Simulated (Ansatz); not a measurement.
`CN(C)c1ccc(C#Cc2ccc(C#Cc3ccc(C#Cc4ccc(C#CC#N)cc4)cc3)cc2)cc1`. Total charge 0; singlet. Geometry r2SCAN-D4/def2-SVP.

Cartesian coordinates in Å:
```
C 6.5660 4.4001 -10.1172
N 5.1308 4.4637 -9.9485
C 4.3085 5.0712 -10.9717
C 4.5487 3.9470 -8.8165
C 3.1443 4.0126 -8.6135
C 2.5620 3.4910 -7.4681
C 3.3369 2.8728 -6.4591
C 2.7372 2.3426 -5.2926
C 2.2154 1.8849 -4.2801
C 1.6139 1.3584 -3.1133
C 2.3851 0.6675 -2.1451
C 1.7950 0.1528 -1.0008
C 0.4058 0.3051 -0.7696
C -0.1967 -0.2173 0.3998
C -0.7204 -0.6680 1.4138
C -1.3256 -1.1852 2.5834
C -2.7105 -1.0054 2.8229
C -3.3039 -1.5104 3.9697
C -2.5392 -2.2188 4.9283
C -3.1452 -2.7332 6.0996
C -3.6715 -3.1773 7.1146
C -4.2791 -3.6886 8.2856
C -3.5171 -4.3999 9.2448
C -4.1114 -4.9007 10.3930
C -5.4940 -4.7089 10.6271
C -6.1016 -5.2187 11.7980
C -6.6295 -5.6609 12.8145
C -7.2159 -6.1526 13.9439
N -7.7197 -6.5750 14.9142
C -6.2594 -3.9989 9.6715
C -5.6625 -3.4992 8.5241
C -1.1553 -2.4010 4.6892
C -0.5619 -1.8955 3.5424
C -0.3664 0.9943 -1.7368
C 0.2233 1.5080 -2.8817
C 4.7350 2.8065 -6.6630
C 5.3278 3.3268 -7.8035
H 6.9353 3.3581 -10.1458
H 7.1000 4.9233 -9.3030
H 6.8407 4.8816 -11.0637
H 4.9468 5.4002 -11.8009
H 3.7595 5.9537 -10.5940
H 3.5645 4.3614 -11.3775
H 2.5008 4.4796 -9.3600
H 1.4786 3.5565 -7.3377
H 3.4585 0.5441 -2.3123
H 2.4014 -0.3780 -0.2618
H -3.3088 -0.4594 2.0891
H -4.3729 -1.3648 4.1451
H -2.4494 -4.5505 9.0687
H -3.5164 -5.4483 11.1279
H -7.3272 -3.8483 9.8479
H -6.2576 -2.9516 7.7895
H -0.5566 -2.9468 5.4229
H 0.5071 -2.0407 3.3669
H -1.4398 1.1184 -1.5692
H -0.3828 2.0389 -3.6206
H 5.3591 2.3335 -5.9002
H 6.4104 3.2494 -7.9109
```

Single mean-field runs in def2-SVP are fitted with def2-universal-jkfit.

(1) Estimate the orbital energies around the gap (eV) in Ansatz with PBE-D4/def2-SVP, r2SCAN-D4/def2-SVP, PBE0-D4/def2-SVP.

## Answers

(1) 
```tsv
orbital	PBE-D4/def2-SVP	r2SCAN-D4/def2-SVP	PBE0-D4/def2-SVP
HOMO−9	-6.84	-7.16	-8.12
HOMO−8	-6.73	-7.00	-7.92
HOMO−7	-6.61	-6.92	-7.83
HOMO−6	-6.52	-6.79	-7.65
HOMO−5	-6.42	-6.70	-7.60
HOMO−4	-6.41	-6.68	-7.53
HOMO−3	-6.38	-6.68	-7.46
HOMO−2	-5.89	-6.13	-6.88
HOMO−1	-5.32	-5.52	-6.19
HOMO	-4.61	-4.78	-5.40
LUMO	-3.21	-3.25	-2.69
LUMO+1	-2.51	-2.50	-1.89
LUMO+2	-2.01	-1.97	-1.19
LUMO+3	-1.76	-1.70	-1.01
LUMO+4	-1.69	-1.60	-0.83
LUMO+5	-1.43	-1.33	-0.54
```
